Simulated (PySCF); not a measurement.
# Distorted geometries of [BiO3]−

[BiO3]− (singlet). PySCF 2.14.0, RKS BP86, Bi def2-SVP with ECP60, O def2-SVP; non-relativistic Hamiltonian with scalar-relativistic core potentials where named; density fitting; no spin-orbit coupling. Relaxed geometry:

```xyz
4

Bi    0.0000    0.0000    0.0000
O     1.9999    0.0000    0.0000
O    -0.9999    1.7320    0.0000
O    -1.0000   -1.7320    0.0000
```

**Question.** Order these distorted geometries by energy above the relaxed one, lowest first.
A.
```xyz
4

Bi   -0.0308    0.0436   -0.2755
O     2.0188   -0.0110    0.1841
O    -1.0964    1.6583   -0.0353
O    -0.8917   -1.6909    0.1267
```
B.
```xyz
4

Bi    0.0741    0.0557   -0.0029
O     1.8558   -0.0260    0.0442
O    -0.9271    1.7357   -0.1623
O    -1.0028   -1.7654    0.1210
```
C.
```xyz
4

Bi   -0.0401   -0.1646   -0.1265
O     2.2048    0.2114    0.0010
O    -0.9045    1.6088    0.1462
O    -1.2601   -1.6556   -0.0208
```

**Answer.** A (0.30 eV), C (0.81 eV), B (0.94 eV).

**Question.** Which forces (eV/Å) act in the one that lies 0.81 eV up?

**Answer.** 
```
Bi   4.10  2.64  0.37
O   -2.90 -0.93 -0.28
O   -0.21  0.06 -0.10
O   -0.99 -1.76  0.01
```
Forces carry noise of the integration grid, about 0.01 to 0.03 eV/Å.
